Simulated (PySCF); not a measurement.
# What a mistake does to a calculation on B2H5OSi

These are calculations, not measurements. They come from PySCF 2.14.0, an open-source quantum chemistry program, on an isolated molecule that a program drew, which may never have been made. The molecule is B2H5OSi (charge 0, doublet), drawn as the SMILES string `OBB[SiH2]`.

Each row is a Hartree-Fock (HF) and frozen-core CCSD(T) single point in the cc-pV(D+d)Z basis, meant for a local HF minimum. Run 1 is clean. Each other run has one planted mistake out of seven kinds, and not every kind appears here: one electron removed, one electron added, multiplicity raised by two, geometry at a saddle point, minimal basis STO-3G, one bond length entered in bohr, all coordinates scaled. The reference is restricted for singlets and unrestricted otherwise, and also for a bond in bohr. Adding or removing an electron swaps singlet and doublet. Electrons count all cores. HOMO and LUMO are orbital energies over both spins, the gradient is its largest component, and the lowest frequency (negative if imaginary) is given only where the gradient is small. Bond lengths are over the 8 bonds as drawn. T1 is the CCSD diagnostic: over 0.02 (restricted) or 0.045 (unrestricted) a single reference is doubtful.

Geometry of the clean run:
```xyz
9
B2H5OSi, angstrom
O    -1.8441   -2.3020    1.8466
B    -1.4783   -3.1872    0.8877
B    -0.4851   -2.7059   -0.4126
Si   -1.1456   -1.8575   -2.0433
H    -2.3813   -2.6760    2.5283
H    -1.8658   -4.3327    0.9740
H     0.7015   -2.9036   -0.3766
H    -2.5707   -1.5770   -2.3148
H    -0.3046   -1.5370   -3.2143
```

| run | electrons | basis functions | <S^2> | HOMO (eV) | LUMO (eV) | gradient (hartree/bohr) | lowest frequency (cm^-1) | mean bond (Å) | longest bond (Å) | T1 | HF (hartree) | CCSD(T) (hartree) | mistake |
|---|---|---|---|---|---|---|---|---|---|---|---|---|---|
| 1 | 37 | 90 | 0.763 | -8.15 | 0.69 | 7.9e-06 | 72 | 1.4162 | 1.953 | 0.0175 | -416.06352 | -416.56376 | no fault |
| 2 | 38 | 90 | 0.000 | -0.78 | 7.90 | 3.4e-02 | - | 1.4162 | 1.953 | 0.0197 | -416.06337 | -416.60649 | one electron added |
| 3 | 37 | 90 | 3.785 | -5.50 | -1.41 | 5.9e-02 | - | 1.4162 | 1.953 | 0.0252 | -415.90143 | -416.39721 | multiplicity raised by two |
| 4 | 37 | 90 | 1.388 | -8.24 | 1.06 | 2.4e-02 | - | 1.6334 | 3.691 | 0.0563 | -415.95930 | -416.43572 | one bond length entered in bohr |
| 5 | 36 | 90 | 0.000 | -16.04 | -6.69 | 3.8e-02 | - | 1.4162 | 1.953 | 0.0161 | -415.79164 | -416.27182 | ? |
| 6 | 37 | 29 | 0.762 | -5.27 | 5.65 | 4.9e-02 | - | 1.4162 | 1.953 | 0.0225 | -411.05456 | -411.25271 | ? |

**Which mistake was planted in run 5, and what did it cost?**

It counts 36 electrons, one fewer than the clean run, at the same geometry and basis. So the mistake is: one electron removed. Subtracting run 1 and multiplying by 627.51 kcal/mol a hartree, the energy moved by 170.6 kcal/mol in HF and 183.2 kcal/mol in CCSD(T).

**Which mistake was planted in run 6, and what did it cost?**

It has 29 basis functions where the clean run has 90, with the same electrons and geometry. So the mistake is: minimal basis STO-3G. Subtracting run 1 and multiplying by 627.51 kcal/mol a hartree, the energy moved by 3143.2 kcal/mol in HF and 3332.7 kcal/mol in CCSD(T).

Cautions from the logs. Run 4: T1 is over the limit, so its CCSD(T) energy is less reliable.
